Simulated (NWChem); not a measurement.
Species: MgSiH3OI; SMILES [SiH3][O][Mg][I]

```xyz
7

Mg     0.0869     0.5566     0.0001
I      0.2717    -1.9837    -0.0004
O     -0.0427     2.3413     0.0010
Si    -0.1615     3.9759     0.0007
H     -0.8915     4.4661    -1.2133
H      1.1929     4.6181     0.0077
H     -0.9040     4.4659     1.2071
```
Atoms are numbered in this order, from 1.

Coordinates come from a PBE0/def2-SVP optimisation. Not confirmed as a minimum by frequencies. def2 effective core potentials on I; no spin-orbit coupling.

Q: List the 4 lowest vertical singlet excitations from PBE/def2-SVPD with def2 effective core potentials on I, TDA (NWChem).

A: 
| state | energy (eV) | oscillator strength | leading excitation (squared amplitude) |
|---|---|---|---|
| S1 | 4.24 | 0.012 | HOMO → LUMO (0.98) |
| S2 | 4.24 | 0.012 | HOMO−1 → LUMO (0.98) |
| S3 | 4.42 | 0.032 | HOMO−2 → LUMO (0.98) |
| S4 | 4.42 | 0.032 | HOMO−3 → LUMO (0.98) |
